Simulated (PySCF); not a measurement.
C₆ coefficients of unlike pairs at PBE0

Calculated with PySCF 2.14 from the dipole response of each species, C₆(A,B) = (3/π) ∫ α_A(iu) α_B(iu) du, in atomic units, from isotropic polarisabilities. For ions this is the dispersion term alone; charge-induced terms of lower order in 1/R come first.

| species | configuration | basis | relativity | α (bohr³) | C₆ (like pair) |
| --- | --- | --- | --- | --- | --- |
| Si | [Ne] 3s2 3p2 (3P) | aug-cc-pV(D+d)Z (5s4p3d) | none | 38.30 | 317.8 |
| Ni²⁺ | [Ar] 3d8 (3F) | def2-QZVPPD (11s6p5d4f2g) | none | 3.130 | 8.653 |
| W³⁺ | [Xe] 4f14 5d3 (4F) | def2-TZVPPD with the def2 core potential (60 electrons) (6s5p3d2f1g) | core potential | 7.247 | 36.31 |
| Xe⁺ | [Kr] 4d10 5s2 5p5 (2P) | def2-TZVPPD with the def2 core potential (28 electrons) (7s6p4d2f) | core potential | 18.04 | 156.3 |

Q: Estimate C₆ for W³⁺ with Si.

A: The integral gives 91.30. The combination rule 2 C_A C_B / (C_A α_B/α_A + C_B α_A/α_B) gives 91.58 and the geometric mean 107.4.

No spin-orbit coupling is included.

The other pairs:

| pair | C₆ |
| --- | --- |
| Xe⁺, Ni²⁺ | 34.80 |
| Xe⁺, Si | 207.1 |
| W³⁺, Ni²⁺ | 17.52 |
| Ni²⁺, Si | 41.41 |
| Xe⁺, W³⁺ | 73.81 |
